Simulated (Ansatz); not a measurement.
Reaction (redistribution): `F[CH2][SnH2][Cl]` + `[OH][Al]([SH])[O][SiH3]` → `[SiH3][O][SnH2][Cl]` + `[OH][Al]([SH])[CH2]F`

Isolated molecules relaxed with PBE0-D4/def2-TZVP in Ansatz; ΔE leaves out vibrations. CBS: MP2 limit from def2 TZ/QZ plus the TZ coupled-cluster correction, frozen cores. Functionals use def2-TZVPP. B3LYP here is the variant with VWN-RPA as its local correlation; programs differ in this. def2 core potentials past Kr. For Sn outer-core shells are correlated without core-valence functions, which leaves a few kJ/mol of doubt a bond. Each species was taken in one conformer, which may not be the lowest.

| level | ΔE (kcal/mol) | difference from CCSD(T)/CBS |
| --- | --- | --- |
| PBE-D4 | 24.3 | -1.4 |
| PBE0-D4 | 25.6 | -0.1 |
| B3LYP-D4 | 25.9 | 0.2 |
| ωB97X-V | 25.2 | -0.5 |
| B2PLYP | 26.5 | 0.8 |
| PBE | 24.6 | -1.1 |
| r2SCAN | 26.1 | 0.4 |
| PBE0 | 25.9 | 0.2 |
| B3LYP | 26.4 | 0.7 |
| HF/def2-TZVPP | 27.6 | 1.9 |
| MP2/def2-TZVPP | 27.2 | 1.5 |
| CCSD(T)/def2-TZVPP | 26.7 | 1.0 |
| HF/def2-QZVPP | 27.4 | 1.7 |
| MP2/def2-QZVPP | 26.6 | 0.9 |
| HF/CBS(def2) | 27.4 | 1.7 |
| CCSD/CBS(def2) | 26.2 | 0.5 |
| CCSD(T)/CBS | 25.7 | 0 |

Largest T1 diagnostic among the species: 0.013.

From PBE to PBE0 (25 % exact exchange), in def2-TZVPP and without D4, ΔE moves by +1.3 kcal/mol.
